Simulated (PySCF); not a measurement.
Ranking problems on computed properties.

All species are isolated and taken at one optimised geometry, non-relativistic unless stated; the electronic structure was computed with PySCF and density fitting.

The conformers computed, where there is a choice (atom-mapped SMILES and torsion angles):
- `[O:1]=[CH:2][C:3]1=[CH:4][CH2:5][CH2:6]1`: O1–C2–C3–C4 180°
- `[CH:1]#[C:2][Si@@H:3]([Cl:4])[S:5][C:6]([CH3:7])=[S:8]`: C2–Si3–S5–C6 67°, Si3–S5–C6–C7 180°
- `[CH3:1][CH2:2][CH2:3][CH2:4][CH2:5][SH:6]`: C1–C2–C3–C4 180°, C2–C3–C4–C5 180°, C3–C4–C5–S6 179°, H–S6–C5–C4 61°
- `[CH:1]#[C:2]/[CH:3]=[CH:4]/[CH2:5][OH:6]`: C3–C4–C5–O6 -127°, H–O6–C5–C4 -53°
- `[CH2:1]=[CH:2]/[C:3]([S-:4])=[CH:5]/[C:6]([F:7])([F:8])[F:9]`: C1–C2–C3–S4 0°, C3–C5–C6–F7 180°

Question: Rank by lowest singlet excitation, highest first (TDDFT PBE0/def2-SVPD at GFN2-xTB geometries).
A. `FC1=CC=C[Si@]1(F)Cl`
B. `FC(=CCl)F`
C. `C(#C)[Si@@H](Cl)SC(C)=S`
D. `C1CC=C1C=O`

Answer: B (6.21 eV), A (3.72 eV), D (3.55 eV), C (2.83 eV).

Question: Rank by HOMO energy, highest first (PBE0/def2-SVPD at GFN2-xTB geometries).
A. `C[C+]1OCCO1`
B. `FC(F)=CCl`
C. `C#C[Si@@H](Cl)SC(C)=S`
D. `C1CC(C=O)=C1`
E. `FC1[Si@](F)(C=CC=1)Cl`

Answer: C (-6.72 eV), E (-7.05 eV), D (-7.45 eV), B (-7.67 eV), A (-14.63 eV).

Question: Rank by electronic spatial extent ⟨r²⟩ about the centre of nuclear charge, highest first (PBE0/def2-SVPD at GFN2-xTB geometries).
A. `CCCCCS`
B. `O1CCO[C+]1C`
C. `C(=CCl)(F)F`
D. `Cl[Si@@]1(F)C=CC=C1F`
E. `C#C[Si@@H](Cl)SC(C)=S`

Answer: E (2009 bohr²), A (1452 bohr²), D (1215 bohr²), C (547 bohr²), B (503 bohr²).

By how much do the two ends of that ranking differ?

By 1506 bohr², between `C#C[Si@@H](Cl)SC(C)=S` and `C[C+]1OCCO1`.

Question: Rank by smallest rotational constant, lowest first (GFN2-xTB).
A. `C#C/C=C/CO`
B. `O=CC1=CCC1`
C. `CCCCCS`
D. `C=C/C([S-])=C/C(F)(F)F`
E. `C1=COC=CC1`
F. `FC1=CC=C[Si@]1(F)Cl`
G. `C#C[Si@@H](Cl)SC(C)=S`
H. `O1CCO[C+]1C`

Answer: G (0.554 GHz), D (0.711 GHz), C (0.783 GHz), F (1.010 GHz), A (1.337 GHz), B (2.065 GHz), H (2.523 GHz), E (2.783 GHz).

By how much do the two ends of that ranking differ?

By 2.229 GHz, between `C1=COC=CC1` and `C#C[Si@@H](Cl)SC(C)=S`.

Question: Rank by HOMO–LUMO gap, highest first (PBE0/def2-SVPD at GFN2-xTB geometries).
A. `FC1=CC=C[Si@]1(F)Cl`
B. `FC(F)=CCl`
C. `C[C+]1OCCO1`
D. `CCCCCS`
E. `O=CC1CCC=1`

Answer: C (7.88 eV), B (7.55 eV), D (7.01 eV), E (5.56 eV), A (4.69 eV).

By how much do the two ends of that ranking differ?

By 3.19 eV, between `C[C+]1OCCO1` and `FC1=CC=C[Si@]1(F)Cl`.

Question: Rank by lowest triplet excitation (Tamm–Dancoff), highest first (TDA PBE0/def2-SVPD at GFN2-xTB geometries).
A. `C1=C(F)[Si@](Cl)(F)C=C1`
B. `C#C[Si@@H](Cl)SC(C)=S`
C. `C1CCC=1C=O`
D. `C[C+]1OCCO1`
E. `CCCCCS`
F. `FC(F)=CCl`

Answer: D (5.53 eV), E (5.05 eV), F (4.36 eV), C (3.00 eV), B (2.42 eV), A (2.18 eV).

By how much do the two ends of that ranking differ?

By 3.35 eV, between `C[C+]1OCCO1` and `FC1=CC=C[Si@]1(F)Cl`.
